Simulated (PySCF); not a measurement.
## Spinor energies of Tc³⁺ (technetium, charge +3)

Start: [Kr] 4d3 5p1; 4d5/2 filled at m_j = +1/2, +3/2, +5/2; 5p3/2 filled at m_j = +3/2. Calculated with PySCF 2.14 in x2c-SVPall-2c with one added diffuse shell each of s, p, d type (7s9p7d1f, 76 functions): generalised Hartree-Fock with the X2C-1e Hamiltonian and a Gaussian nucleus; one run each with spin-orbit coupling (SO) switched off, then screened by Boettger's factors. This is a chosen level, not necessarily the ground level.

```json
{"spinor shell": "1s1/2", "electrons": "2", "ε, spin-free (eV)": "-21193.1", "ε, screened SO (eV)": "-21192.1", "weight of nominal j (screened SO)": "1.000", "rms radius, screened SO (bohr)": "0.0394"}
{"spinor shell": "2s1/2", "electrons": "2", "ε, spin-free (eV)": "-3132.9", "ε, screened SO (eV)": "-3132.7", "weight of nominal j (screened SO)": "1.000", "rms radius, screened SO (bohr)": "0.162"}
{"spinor shell": "2p1/2", "electrons": "2", "ε, spin-free (eV)": "-2801.9", "ε, screened SO (eV)": "-2883.7", "weight of nominal j (screened SO)": "1.000", "rms radius, screened SO (bohr)": "0.141"}
{"spinor shell": "2p3/2", "electrons": "4", "ε, spin-free (eV)": "-2801.9", "ε, screened SO (eV)": "-2763.8", "weight of nominal j (screened SO)": "1.000", "rms radius, screened SO (bohr)": "0.145"}
{"spinor shell": "3s1/2", "electrons": "2", "ε, spin-free (eV)": "-610.38", "ε, screened SO (eV)": "-610.40", "weight of nominal j (screened SO)": "1.000", "rms radius, screened SO (bohr)": "0.441"}
{"spinor shell": "3p1/2", "electrons": "2", "ε, spin-free (eV)": "-498.61", "ε, screened SO (eV)": "-512.84", "weight of nominal j (screened SO)": "1.000", "rms radius, screened SO (bohr)": "0.439"}
{"spinor shell": "3p3/2", "electrons": "4", "ε, spin-free (eV)": "-498.61", "ε, screened SO (eV)": "-492.05", "weight of nominal j (screened SO)": "1.000", "rms radius, screened SO (bohr)": "0.450"}
{"spinor shell": "3d3/2", "electrons": "4", "ε, spin-free (eV)": "-317.66", "ε, screened SO (eV)": "-319.99", "weight of nominal j (screened SO)": "0.974", "rms radius, screened SO (bohr)": "0.434"}
{"spinor shell": "3d5/2", "electrons": "6", "ε, spin-free (eV)": "-317.66", "ε, screened SO (eV)": "-316.19", "weight of nominal j (screened SO)": "0.983", "rms radius, screened SO (bohr)": "0.436"}
{"spinor shell": "4s1/2", "electrons": "2", "ε, spin-free (eV)": "-125.97", "ε, screened SO (eV)": "-126.04", "weight of nominal j (screened SO)": "1.000", "rms radius, screened SO (bohr)": "1.12"}
{"spinor shell": "4p3/2", "electrons": "4", "ε, spin-free (eV)": "-91.611", "ε, screened SO (eV)": "-90.169", "weight of nominal j (screened SO)": "0.878", "rms radius, screened SO (bohr)": "1.23"}
{"spinor shell": "4p1/2", "electrons": "2", "ε, spin-free (eV)": "-91.611", "ε, screened SO (eV)": "-94.858", "weight of nominal j (screened SO)": "0.756", "rms radius, screened SO (bohr)": "1.22"}
{"spinor shell": "4d5/2", "electrons": "3", "ε, spin-free (eV)": "-48.326", "ε, screened SO (eV)": "-48.308", "weight of nominal j (screened SO)": "0.752", "rms radius, screened SO (bohr)": "1.58"}
{"spinor shell": "5p3/2", "electrons": "1", "ε, spin-free (eV)": "-26.475", "ε, screened SO (eV)": "-26.318", "weight of nominal j (screened SO)": "1.000", "rms radius, screened SO (bohr)": "3.26"}
```

```
   quantity    spin-free  screened SO
E (hartree)  -4280.04336  -4280.55985
        M_J            6            6
       ⟨J²⟩       42.006       42.006
       ⟨L²⟩       20.006       20.137
       ⟨S²⟩        6.001        5.960
```

Each row is a mean over spinors that exchange with the open shell spreads, by up to 9.169 eV (4p3/2).

Rows whose weight is well below 1 are mixtures of j = l ± 1/2: exchange outweighs spin-orbit coupling there, and the label is only the starting occupation.

Breit and QED terms are absent; they matter most for the inner s and p1/2 levels.

Densities and radii are taken from the X2C orbitals without a picture-change correction, which distorts them close to the nucleus.

Without spin-orbit coupling the j labels of p, d and f shells carry no meaning; the spin-free column gives the mean over the occupied spinors of each nl shell.
